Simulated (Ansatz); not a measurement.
`C[SiH2][GeH2][OH]` → `[CH2]` (triplet) + `[OH][GeH2][SiH3]`  (formal loss of a carbene)

Gas-phase electronic energies from Ansatz, PBE0-D4/def2-TZVP geometries. CCSD(T)/CBS is the MP2 limit (def2-TZVPP, def2-QZVPP) plus CCSD(T) − MP2 in def2-TZVPP, frozen cores. This one scheme is used for every species. Functionals use def2-TZVPP. B3LYP here is the variant with VWN-RPA as its local correlation; programs differ in this. HSE06 is defined as in plane-wave codes. Triplets are unrestricted, without spin–orbit coupling. For Ge outer-core shells are correlated without core-valence functions, which leaves a few kJ/mol of doubt a bond. Scalar relativity is left out up to krypton. Each species was taken in one conformer, which may not be the lowest.

Problem. Is it downhill or uphill in electronic energy at CCSD(T)/CBS, and by how much? (Best estimate.)

Solution. Ansatz gave: Uphill: ΔE = +476.5 kJ/mol.

Problem. What do these levels give: r2SCANh-D4, r2SCAN0-D4, HSE06-D4, ωB97X-V, ωB97M-V, B2PLYP, revPBE, B3LYP, r2SCANh, CCSD/def2-SVP, CCSD(T)/def2-TZVPP, MP2/CBS(def2)? (An estimate is asked.)

Solution. Ansatz gave: r2SCANh-D4 453.9, r2SCAN0-D4 451.5, HSE06-D4 474.7, ωB97X-V 485.2, ωB97M-V 479.8, B2PLYP 466.0, revPBE 451.2, B3LYP 457.9, r2SCANh 451.9, CCSD/def2-SVP 438.9, CCSD(T)/def2-TZVPP 463.8, MP2/CBS(def2) 492.1 kJ/mol.

Problem. What do rigid-rotor, harmonic-oscillator terms from PBE0-D4/def2-TZVP frequencies (298.15 K, 1 bar) make of the CCSD(T)/CBS value? (Estimate.)

Solution. Ansatz gave: ΔZPE = -31.5 kJ/mol, ΔH = +450.7 kJ/mol, ΔS = 156 J/(mol·K), ΔG = +404.2 kJ/mol. Open shells count their whole term as degenerate. Modes under 50 cm⁻¹ make the entropy rough.

Largest T1 diagnostic among the species: 0.012.

From PBE to PBE0 (25 % exact exchange), in def2-TZVPP and without D4, ΔE moves by −7.6 kJ/mol. In def2-TZVPP, CCSD(T) changes the Hartree–Fock value by +139.9 kJ/mol (the triples alone add +11.5 kJ/mol) and MP2 by +155.5 kJ/mol. The D4 term adds +10.7 kJ/mol with B3LYP and +5.9 kJ/mol with PBE0; it sums over pairs of atoms, weighted by their polarisabilities, and B3LYP, whose exchange is more repulsive, gets the larger term.
